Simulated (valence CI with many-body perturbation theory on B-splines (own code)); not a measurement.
The numbers below are computed, except where a source is named.
**A CI+MBPT run for Fe20+**

Method: configuration interaction combined with many-body perturbation theory (CI+MBPT): four valence electrons over a frozen Dirac-Fock core [He], a basis of 6 s, 6 p, 5 d, 3 f, 1 g functions for each j, with the two-electron term Σ2, the three-electron term Σ3, Breit, model QED; selected single and double excitations, second order for the rest, scaled by the run's own slope (own B-spline code, finite nucleus).

Command, and the settings that its task file holds:

```sh
python run_cv.py task.json out
```

```
atom Fe  Z=26  mass_number=56  rms_radius_fm=3.7377
core [He]
valence 2s2 2p2
avg = 1
basis = S
breit = 1
cap = 10000
capref = 1200
cscale = 1
de = 0.0
dress = 0
eps = 2e-08
extrap = 1
h = 0.27
hh = 1
l2 = 3
lcore = 6
maxit = 60
n2 = 5
natural = 1
nlev = 21
nno = [3, 3, 3, 2, 1]
nroot = 26
nsp = [3, 3, 2, 1, 0]
pt2 = 1
qed = 1
rpa = 1
s1 = 0
s2 = 1
s3 = 1
screen = 1
tol = 2e-05
whole = 1
```

It took 12 s on 1 thread of Arm Neoverse V2 (shared host).

Log. The first blocks belong to the next ion, which gives the ionisation energy. Fields: 2J, parity (1 odd), roots, reference size, generating configurations, candidates as configurations/state functions, variational space P, stored matrix elements, Davidson steps; e2 is the range of second-order energies in hartree. The first line gives the box (bohr), its intervals, the orbitals and the steps of their self-consistent field. Window is the range of levels sought, series limit the energy at which the first omitted orbital would enter, core excitation an estimate of the first excitation out of the core, left out the lowest levels not solved, and shifts from estimates the range by which levels moved from their first estimate, all in cm⁻¹.

```
rmax 2.8 intervals 58 orbitals 36 references ['2s2 2p2', '2s 2p3', '2p4'] scf 4 t 0.3
2J=1 par=1 roots 2 ref 40 generators 2 cand 614/875 P 646/915 nnz 0 it 0
2J=1 par=1 roots 2 ref 40 generators 6 cand 206/283 P 852/1198 nnz 0 it 0
   second order: generators 17 cand 1618/2392 e2 -0.00003 -0.00001
2J=3 par=1 roots 2 ref 61 generators 4 cand 485/935 P 525/996 nnz 0 it 0
2J=3 par=1 roots 2 ref 61 generators 8 cand 342/621 P 867/1617 nnz 0 it 4
   second order: generators 18 cand 1940/4043 e2 -0.00001 -0.00001
reference levels 448, estimated 344, window 7670002 1/cm; series limit 11603322, core excitation 52746736
2J=0 par=0 roots 6 ref 28 generators 14 cand 643/1013 P 2391/3556 nnz 9.5e+05 it 5
2J=0 par=0 roots 6 ref 28 generators 21 cand 1193/2063 P 3584/5619 nnz 2e+06 it 5
   second order: generators 42 cand 6110/10810 e2 -0.00005 -0.00001
2J=2 par=0 roots 7 ref 58 generators 19 cand 444/1327 P 1588/4668 nnz 2.1e+06 it 7
2J=2 par=0 roots 7 ref 58 generators 22 cand 1488/5335 P 3076/10003 nnz 7.8e+06 it 8
   second order: generators 47 cand 7774/30499 e2 -0.00011 -0.00002
2J=4 par=0 roots 7 ref 64 generators 19 cand 455/1450 P 1570/5145 nnz 2.7e+06 it 7
2J=4 par=0 roots 7 ref 64 generators 21 cand 1108/4835 P 2678/9980 nnz 8.4e+06 it 8
   second order: generators 43 cand 8153/45353 e2 -0.00031 -0.00002
2J=4 par=1 roots 6 ref 67 generators 14 cand 427/1454 P 1490/5091 nnz 2.7e+06 it 7
2J=4 par=1 roots 6 ref 67 generators 18 cand 1112/4907 P 2602/9998 nnz 8.5e+06 it 7
   second order: generators 42 cand 9658/50720 e2 -0.00076 -0.00001
2J=2 par=1 roots 7 ref 62 generators 18 cand 505/1371 P 1690/4858 nnz 2.3e+06 it 5
2J=2 par=1 roots 7 ref 62 generators 26 cand 1314/5097 P 3004/9955 nnz 7.6e+06 it 7
   second order: generators 57 cand 9619/38295 e2 -0.00033 -0.00002
2J=6 par=1 roots 2 ref 47 generators 8 cand 308/991 P 1109/3472 nnz 1.5e+06 it 5
2J=6 par=1 roots 2 ref 47 generators 11 cand 1297/6539 P 2406/10011 nnz 9.5e+06 it 6
   second order: generators 25 cand 6711/41274 e2 -0.00024 -0.00002
2J=0 par=1 roots 3 ref 24 generators 10 cand 828/1327 P 2559/3935 nnz 1.1e+06 it 4
2J=0 par=1 roots 3 ref 24 generators 14 cand 1328/2268 P 3887/6203 nnz 2.5e+06 it 5
   second order: generators 31 cand 5298/9295 e2 -0.00002 -0.00001
2J=6 par=0 roots 2 ref 41 generators 9 cand 398/1240 P 1176/3777 nnz 1.5e+06 it 5
2J=6 par=0 roots 2 ref 41 generators 13 cand 1706/7219 P 2882/10996 nnz 9.7e+06 it 6
   second order: generators 22 cand 5617/35989 e2 -0.00011 -0.00003
2J=8 par=1 roots 1 ref 24 generators 5 cand 341/1402 P 1200/3953 nnz 1.8e+06 it 5
2J=8 par=1 roots 1 ref 24 generators 6 cand 1592/7467 P 2792/11420 nnz 1.1e+07 it 5
   second order: generators 16 cand 4945/33510 e2 -0.00006 -0.00006
left out: unestimated 11097412, estimated 8120459, shifts from estimates -14 to 132
operators 0.1
```

The Davidson iterations converged.

No measured spectrum was set against this ion. As an estimate, levels of excited configurations hold to 0.05 to 0.15 % of their energy, terms of the ground configuration to about 0.5 %.

```
Valence energy                            : -275.0319 hartree
Ionisation energy                         : 1688.8 eV (NIST: 1687 ± 1 eV (semi-empirical))
Reference configurations for the orbitals : 2s2 2p2, 2s 2p3, 2p4
Radial orbitals                           : 36
Box radius                                : 2.779 bohr
Largest variational space                 : 11420
Lowest levels                             : 2s2.2p2 3P_0 0, 2s2.2p2 3P_1 73651, 2s2.2p2 3P_2 117220, 2s2.2p2 1D_2 244550, 2s2.2p2 1S_0 372130, 2s.2p3 5S°_2 487360, 2s.2p3 3D°_1 778100, 2s.2p3 3D°_2 778690, 2s.2p3 3D°_3 804820, 2s.2p3 3P°_0 917720, 2s.2p3 3P°_1 926340, 2s.2p3 3P°_2 943830, 2s.2p3 3S°_1 1097500, 2s.2p3 1D°_2 1129100 cm⁻¹
```
